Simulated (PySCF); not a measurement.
PySCF 2.14 output of an unrestricted LDA calculation on a single atom or ion in 6-31G* (3s2p1d, 14 functions), with no relativity, point nucleus:

```
SCF conv_tol = 1e-09
number electrons alpha = 4  beta = 2
    P. A. M. Dirac.,  Math. Proc. Cambridge Philos. Soc. 26, 376 (1930)
    F. Bloch.,  Z. Phys. 57, 545 (1929)
    S. H. Vosko, L. Wilk, and M. Nusair.,  Can. J. Phys. 58, 1200 (1980)
cycle= 1 E= -37.4501714118499  delta_E= -0.00212  |g|= 0.00297  |ddm|= 0.0521
cycle= 2 E= -37.4501750087658  delta_E= -3.6e-06  |g|= 0.000729  |ddm|= 0.00352
cycle= 3 E= -37.4501753334261  delta_E= -3.25e-07  |g|= 0.000302  |ddm|= 0.00161
cycle= 4 E= -37.4501754021342  delta_E= -6.87e-08  |g|= 4.87e-06  |ddm|= 0.000491
cycle= 5 E= -37.4501754021527  delta_E= -1.85e-11  |g|= 8.06e-08  |ddm|= 7.66e-06
converged SCF energy = -37.4501754021527  <S^2> = 2.0013827  2S+1 = 3.0009217
```

The run itself started from symmetry-adapted Hartree-Fock orbitals and held the occupation by maximum overlap, on a logarithmic radial grid, so the iterations belong to that start.

Task: Which element, charge and spin multiplicity is this?

Result: C (carbon, neutral), multiplicity 3; the state was [He] 2s2 2p2, high-spin 3P determinant.
